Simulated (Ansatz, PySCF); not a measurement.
Ansatz (a quantum-chemistry and plane-wave program) was given this input:
Ansatz 0.2 input:
```yaml
crystal:
  periodic: [false, false, false]
  atoms:
    - {symbol: Sr, position_ang: [-0.00000000, -0.00000000, -0.76811428]}
    - {symbol: Cl, position_ang: [0.00000000, 0.00000000, 1.71696133]}
basis:
  gaussian:
    orbitals: def2-TZVP
hamiltonian:
  xc: r2scan
total_charge: 1
accuracy: high
```

### Question
Give the equivalent PySCF input.

### Answer
One answer among several that fit: 
```python
from pyscf import gto, scf, dft

mol = gto.Mole()
mol.atom = '''
    Sr   -0.00000000   -0.00000000   -0.76811428
    Cl    0.00000000    0.00000000    1.71696133
'''
mol.basis = 'def2-tzvp'
mol.ecp = {'Sr': 'def2-tzvp'}
mol.charge = 1
mol.verbose = 4
mol.build()

mf = dft.RKS(mol)
mf.xc = 'r2scan'
mf.grids.atom_grid = (99, 590)
mf.grids.prune = None
mf.kernel()
```

Both were run: Ansatz gave -490.770984 Eh and PySCF -490.770966 Eh, 0.019 mEh apart.
